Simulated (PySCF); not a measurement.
B2F3, SMILES F[B]B(F)F, multiplicity 2.

The structure is a stationary point at PBE0-D3(BJ)/def2-SVP. The isomer is the one that the SMILES or the coordinates give; other isomers of the formula were not compared. One conformer was computed; it need not be the lowest.

Two levels are set side by side: PBE/def2-TZVPD (PySCF) and B3LYP/def2-TZVPD (PySCF). Same geometry, gas phase. Differences are taken from unrounded values.

```csv
quantity,B3LYP,PBE,PBE minus B3LYP
α-spin orbital gap (eV),3.73,1.88,-1.86
β-spin orbital gap (eV),8.05,6.02,-2.03
dipole moment (D),1.09,1.13,0.04
mean polarisability (bohr³),34.1,36.2,2.1
```

Loosely held outer electrons make PBE densities more polarisable. Differences between two approximate levels are no errors against the true value.

Rough cost on one machine, each run with all the roots and properties that it gave: B3LYP against PBE within a factor of 2.
